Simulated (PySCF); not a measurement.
All values below come from PBE-D3(BJ)/def2-TZVP // B3LYP-D3(BJ)/def2-TZVP run with PySCF 2.14.0. Isolated molecules, 0 K electronic values unless said otherwise. One relaxed conformer stands for a flexible species; it need not be the lowest. 

Reference species (SMILES): `O1[C@H](C)C1` (neutral, multiplicity 1).

HOMO–LUMO gap: 6.88 eV
HOMO: -6.08 eV

Changed species: `C/C=C\O` (C–C–O–H torsion 180°).

### Question
What does the change do to the HOMO–LUMO gap and HOMO?

### Answer
the HOMO–LUMO gap falls by 1.75 eV, to 5.13 eV; the HOMO rises by 0.95 eV, to -5.13 eV.
